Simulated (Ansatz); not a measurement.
`C[CH](C)[Mg][OH]`, relaxed with RKS PBE-D4/def2-SVP in Ansatz 0.2.0 from a rough embedded geometry. The force threshold is 0.03 eV/Å; the program also tests the step.

Charge 0, multiplicity 1.

Start:

```xyz
13

C     1.586   -0.171    0.162
C     0.148   -0.655   -0.040
C    -0.554   -0.652    1.277
Mg   -0.969    0.671   -1.339
O    -1.900    1.876   -2.644
H     2.050   -0.155   -0.911
H     1.571    0.881    0.514
H     2.124   -0.802    0.800
H     0.116   -1.717   -0.467
H    -1.623   -1.039    1.167
H    -0.607    0.346    1.718
H    -0.076   -1.346    2.032
H    -1.866    2.761   -2.270
```

```tsv
step	energy (eV)	largest force (eV/Å)	largest move (Å)
1	-10717.3287	3.365	0.000
2	-10717.7646	1.044	0.137
3	-10717.8498	0.679	0.072
4	-10717.8792	0.198	0.069
5	-10717.8994	0.522	0.141
6	-10717.9122	0.321	0.138
7	-10717.9140	0.145	0.044
8	-10717.9153	0.022	0.024
```

End:

```xyz
13

C     1.589   -0.182    0.120
C     0.106   -0.553   -0.037
C    -0.582   -0.693    1.329
Mg   -0.920    0.804   -1.316
O    -1.796    1.881   -2.457
H     2.132   -0.156   -0.849
H     1.725    0.815    0.594
H     2.129   -0.910    0.772
H     0.053   -1.541   -0.550
H    -1.633   -1.044    1.249
H    -0.602    0.267    1.890
H    -0.049   -1.422    1.986
H    -2.149    2.734   -2.731
```

Run time 10 s (4 threads of a server CPU on a shared host); peak host memory 0.15 GiB.
